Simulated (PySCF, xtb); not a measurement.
C5H9N, SMILES C=C=CCNC. Other conformers were not sampled.

Harmonic wavenumbers (cm⁻¹) from GFN2-xTB (xtb 6.7.1) at its own minimum, in rising order: 49, 88, 172, 232, 264, 308, 389, 522, 560, 820, 848, 854, 936, 977, 987, 1042, 1104, 1139, 1157, 1165, 1225, 1295, 1340, 1399, 1420, 1446, 1479, 1489, 1500, 2097, 2805, 2848, 2914, 2999, 3023, 3050, 3071, 3077, 3348.

Problem. What does PBE0-D3(BJ)/def2-SVP (PySCF) give at its own minimum? (The exact figures need the calculation; the answer reports its results.)

Solution. 65, 101, 188, 240, 286, 347, 399, 557, 598, 777, 868, 896, 944, 994, 1006, 1059, 1125, 1160, 1171, 1224, 1262, 1313, 1383, 1437, 1462, 1470, 1480, 1489, 1505, 2099, 2956, 2962, 3046, 3083, 3144, 3146, 3163, 3237, 3572. Paired by order, the mean absolute difference is 48 cm⁻¹ and the zero-point energies are 79.3 and 81.8 kcal/mol.
